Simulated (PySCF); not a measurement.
Nitrogen: a sound run and one with changed settings

Sound run: N⁺ [He] 2s2 2p2, N²⁺ [He] 2s2 2p1. Calculation: PySCF 2.14, in cc-pVTZ-DK (4s3p2d1f, 30 functions); the spin-free X2C one-electron Hamiltonian (Gaussian nucleus). The sound run starts from symmetry-adapted Hartree-Fock orbitals and uses a fine grid where one is needed.

Changed run: initial guess sap, at most 5 SCF cycles. This setting is unsound on purpose.

```
species  method  sound run (hartree)  changed run (hartree)  converged
     N⁺     UHF            -53.91964              -53.91964         no
     N⁺   M06-L            -54.08602              -54.08602         no
     N⁺    TPSS            -54.10227              -54.10227         no
    N²⁺     UHF            -52.84711              -52.84711         no
    N²⁺   M06-L            -52.99115              -52.99115         no
    N²⁺    TPSS            -53.00619              -53.00619         no
```

The SCF was stopped early; the energies are upper bounds that still move, and correlated levels were skipped or rest on poor orbitals.
